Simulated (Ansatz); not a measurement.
## Energy profile

The step: AlCl₃ ([Cl][Al]([Cl])[Cl]) + H₂ → AlHCl₂ ([Cl][AlH][Cl]) + HCl (still joined by a long Al–Cl bond); bonds formed: Al1–H6, Cl2–H5; bonds broken: H5–H6; bonds weakened to dative contacts: Al1–Cl2 (atoms numbered as in the saddle structure below).

```xyz
6
angstrom
Al 0.0507 -0.5335 0.0917
Cl 0.5893 1.6624 -0.7433
Cl -0.3757 -1.7608 -1.5346
Cl 1.4850 -1.0613 1.5051
H -0.5464 1.3315 0.0281
H -1.2028 0.3616 0.6531
```

Electronic energies by CCSD(T) at an estimated basis limit (MP2 extrapolated from triple and quadruple zeta, plus CCSD(T) − MP2 in triple zeta), on PBE0-D4/def2-TZVP structures; AlH2Cl3, closed shell; no counterpoise correction. Computed with Ansatz 0.2.0 (basis: def2-TZVPP and def2-QZVPP); correlated methods freeze the cores. Extrapolation: Hartree–Fock as exp(−7.88 √X), correlation as X^−2.97.

(1) Give the profile in kJ/mol, counted from the separated reactants. (Judge from chemistry; the value comes from the calculation.)

T1 diagnostic: at most 0.009. The end structure is not quite a true minimum (one mode of 84i cm⁻¹).

Results:

(1) By the calculation:
| point | kJ/mol |
| --- | --- |
| separated: AlCl3 (linked as [Cl][Al]([Cl])[Cl]; Al1, Cl2, Cl3, Cl4; singlet) + H2 (H5, H6; singlet) | 0.0 |
| start structure | -10.0 |
| saddle | 140.1 |
| end structure | 105.6 |
| separated: AlHCl2 (linked as [Cl][AlH][Cl]; Al1, Cl3, Cl4, H6; singlet) + HCl (Cl2, H5; singlet) | 134.7 |

For scale, one of the runs: CCSD(T)/def2-TZVPP, 196 basis functions (an equivalent command: `ansatz run in.yaml --threads 4`). Hardware: 4 CPU threads, shared host. Wall time 31 s; peak host memory 2 GiB.
